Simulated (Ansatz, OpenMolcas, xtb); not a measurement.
## CHBClN (SMILES N#CBCl): the dipole moment, rung by rung

CHBClN has 5 atoms, charge 0, and is taken as a singlet. SMILES: `N#CBCl`. The shape is that of a PBE0-D4/def2-TZVP optimisation.

Each level gives the dipole moment (D). The values are calculated.

```csv
level,kind,program,value (D),CPU time
GFN2-xTB,semi-empirical,xtb,2.53,under 2 s
GFN0-xTB,semi-empirical,xtb,3.96,under 2 s
GFN1-xTB,semi-empirical,xtb,2.48,under 2 s
HF/STO-3G,Hartree–Fock,Ansatz,1.86,0.37 s
HF/3-21G,Hartree–Fock,Ansatz,2.18,0.81 s
HF/def2-SVP,Hartree–Fock,Ansatz,2.61,1.6 s
HF/pcseg-2,Hartree–Fock,Ansatz,2.72,10 s
B3LYP/6-31G* (spherical functions),global hybrid,Ansatz,2.31,5 s
PBE0/def2-SVP,global hybrid,OpenMolcas,?,15 s
B3LYP/6-31G* (Cartesian functions),global hybrid,OpenMolcas,2.32,16 s
```

**Question.** Estimate what the levels marked ? give.

**Answer.** As computed at these levels: PBE0/def2-SVP: 2.43 D. The values span 1.86 to 3.96 D. Sets without polarisation functions give poor dipoles. Without the sets that lack polarisation functions the rows with a basis span only 2.31 to 2.72 D. Times are those of the runs behind each value, whatever else they computed, on shared processors of several kinds: orders of magnitude only.
